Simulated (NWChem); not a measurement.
System: C$_{2}$H$_{4}$N cation; SMILES CC#[NH+]

```xyz
7

C     -0.0001    -1.2651    -0.0001
C     -0.0001     0.1658    -0.0003
N     -0.0002     1.3120    -0.0009
H     -0.7087    -1.6262    -0.7642
H     -0.3075    -1.6263     0.9957
H      1.0160    -1.6261    -0.2317
H     -0.0003     2.3292    -0.0023
```
Atoms are numbered in this order, from 1.

Structure relaxed at the PBE0/def2-SVP level.

Q: List the 4 lowest vertical singlet excitations from Hartree-Fock/6-31G* (spherical d), TDHF (NWChem).

A: 
```csv
state,energy (eV),oscillator strength,leading excitation (squared amplitude)
S1,7.76,0.000,HOMO → LUMO (0.35)
S2,8.38,0.002,HOMO → LUMO+1 (0.39)
S3,8.38,0.002,HOMO−1 → LUMO+1 (0.39)
S4,12.73,1.364,HOMO−1 → LUMO (0.43)
```
